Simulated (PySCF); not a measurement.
Sn(Cl)(Me)2(OH) (C2H7ClOSn), SMILES [CH3][Sn]([CH3])([OH])[Cl].

Coordinates come from a PBE0-D3(BJ)/def2-SVP optimisation. The def2 effective core potentials stand for the cores of Sn; spin–orbit coupling is left out. The values are those of a single conformer.

The numbers are results of PySCF 2.14.0 with PBE0-D3(BJ)/def2-SVP, not measurements.

Frequencies are harmonic and unscaled.

```
mode  ν (cm⁻¹)  IR (km/mol)  moving atoms (share of kinetic energy)
----  --------  -----------  --------------------------------------
1           34          0.0                                  H 99 %
2           46          0.5                                  H 99 %
3          112         11.5         H 35 %, C 34 %, O 17 %, Cl 14 %
4          120          1.8                 C 40 %, Cl 30 %, H 20 %
5          133          8.7        C 33 %, H 30 %, Sn 20 %, Cl 10 %
6          140          7.7         H 37 %, C 34 %, Sn 14 %, O 11 %
7          167         19.7         O 50 %, C 17 %, Sn 15 %, H 14 %
8          207         95.5                          H 57 %, O 34 %
9          364         48.3                        Cl 78 %, Sn 21 %
10         524         10.5                          C 75 %, H 19 %
11         558         28.2                 C 66 %, H 19 %, Sn 16 %
12         626         79.2                         O 86 %, Sn 12 %
13         726         22.8                          H 85 %, C 14 %
14         736          2.7                          H 84 %, C 16 %
15         778         44.9                          H 81 %, C 17 %
16         791         55.0                          H 81 %, C 18 %
17         837        109.0                                  H 91 %
18        1208          5.0                          H 81 %, C 19 %
19        1214          2.6                          H 82 %, C 18 %
20        1424          4.1                                  H 95 %
21        1427          4.0                                  H 95 %
22        1428          2.6                                  H 95 %
23        1433          3.7                                  H 95 %
24        3075          1.7                                  H 98 %
25        3079          1.3                                  H 98 %
26        3197          0.3                          H 90 %, C 10 %
27        3202          0.1                          H 90 %, C 10 %
28        3205          0.4                          H 90 %, C 10 %
29        3207          0.1                          H 90 %, C 10 %
30        3900         67.4                                  H 94 %
```
